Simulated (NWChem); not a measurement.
CH$_{4}$ClFOSi; SMILES [Si@H](Cl)(CF)O

Computed with NWChem. Pople sets run with spherical d functions. Each level has its own optimisation; frequencies are unscaled. One conformer.

```json
[
 {"level": "B3LYP/3-21G", "r O–Si (Å)": "1.677", "r H–O (Å)": "0.987", "r Cl–Si (Å)": "2.200", "r C–Si (Å)": "1.910", "highest harmonic frequency (cm⁻¹)": "3612", "lowest (cm⁻¹)": "83", "zero-point energy (kcal/mol)": "34.0", "dipole (D)": "2.18"},
 {"level": "Hartree-Fock/3-21G", "r O–Si (Å)": "1.645", "r H–O (Å)": "0.959", "r Cl–Si (Å)": "2.192", "r C–Si (Å)": "1.905", "highest harmonic frequency (cm⁻¹)": "4004", "lowest (cm⁻¹)": "77", "zero-point energy (kcal/mol)": "36.3", "dipole (D)": "1.95"},
 {"level": "B3LYP/6-31G*", "r O–Si (Å)": "1.650", "r H–O (Å)": "0.968", "r Cl–Si (Å)": "2.089", "r C–Si (Å)": "1.897", "highest harmonic frequency (cm⁻¹)": "3802", "lowest (cm⁻¹)": "72", "zero-point energy (kcal/mol)": "34.4", "dipole (D)": "1.65"}
]
```
